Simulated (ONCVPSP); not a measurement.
**Potentials for Ag compared**

Generated with ld1.x 7.5 (TM, RRKJ, ultrasoft, PAW), atompaw 4.2 or ONCVPSP 4.0.1. The cutoff is in Ry: for ld1.x and atompaw files where the sum of valence levels is converged to 10 mRy in a Bessel basis, for ONCV files where the hardest occupied wave has 1 mHa per electron of residual kinetic energy. The error is the largest all-electron minus pseudo excitation energy over each file’s own four to seven test configurations (ionisations up to +4, promotions, holes and added fractions of an electron), all of which were solved. The labels leave out finer settings (local radius, basis sizes, second energies), which also bear on the numbers. Spin-polarised tests are not counted. The rows are a selection from randomly drawn settings: files with unsolved tests, undetermined cutoffs or missed reference levels are left out.

A true bound ghost makes a file unfit for plane-wave use even where its test errors are small: the radial tests pick states by their node count and pass the ghost by.

```csv
potential,cutoff (Ry),largest error (meV),bound ghosts
"ONCV, PBE, scalar-relativistic, rc 1.75/1.65/1.80/1.65 (spdf), local f, core correction yes, reference 4p6 4d10 5p1, qcut 3.7/8.6/10.5/6.4, projectors 2/2/2/0",63,-30,s
"ONCV, PBE, scalar-relativistic, rc 1.30/1.65/1.65 (spd), local smoothed, core correction yes, reference 4s2 4p6 4d8, qcut 7.8/9.5/9.5, projectors 1/3/2",64,+48,none
"ONCV, PBE, scalar-relativistic, rc 1.65/1.45/1.55 (spd), local smoothed, core correction yes, reference 4s2 4p6 4d9 5s2, qcut 8.6/7.6/11.3, projectors 3/3/3",68,-365,none
"ONCV, PBE, scalar-relativistic, rc 1.45/0.95/1.45/1.15 (spdf), local smoothed, core correction yes, reference 4s2 4p6 4d8, qcut 10.2/9.5/13.1/10.9, projectors 2/2/2/2",101,+8.5,none
"ONCV, PBE, non-relativistic, rc 1.40/1.50/1.90 (spd), local smoothed, core correction yes, reference 4s2 4p6 4d10 5s1, qcut 8/8.2/7.6, projectors 2/2/2",52,-204,none
```

(1) Fill in the row for Ag: ONCV, PBEsol, scalar-relativistic, rc 2.40/3.00/1.45 (spd), local smoothed, core correction yes, reference 4d10 5p1, qcut 3.1/2.5/8.8, projectors 2/3/3.

(2) Fill in the row for Ag: ONCV, PBE, fully relativistic, rc 2.50/2.15/1.55 (spd), local smoothed, core correction no, reference 4d10 5s1, qcut 2.1/4.2/8.4, projectors 2/2/2.

Answers

(1) cutoff 62 Ry, largest error -125 meV, bound ghosts: s.

(2) cutoff 57 Ry, largest error -86 meV, bound ghosts: s, p3/2, p1/2.
